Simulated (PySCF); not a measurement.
Input for PySCF:
```python
from pyscf import gto, scf, dft

mol = gto.Mole()
mol.atom = '''
    B    -0.000000   -0.000000   -1.299651
    Cl    0.000000    0.000000    0.382250
'''
mol.basis = 'def2-svp'
mol.charge = 0
mol.spin = 2
mol.verbose = 4
mol.build()

mf = dft.UKS(mol)
mf.xc = 'wb97x'
mf.kernel()
```

What does this run give for the <S^2>, number of basis functions, total energy, HOMO energy, dipole moment?


- <S^2> = 2.005
- number of basis functions = 32
- total energy = -484.7205 Eh
- HOMO energy = -7.06 eV
- dipole moment = 0.05 D

These values belong to the state on which the SCF converged, which isn't shown to be the lowest.
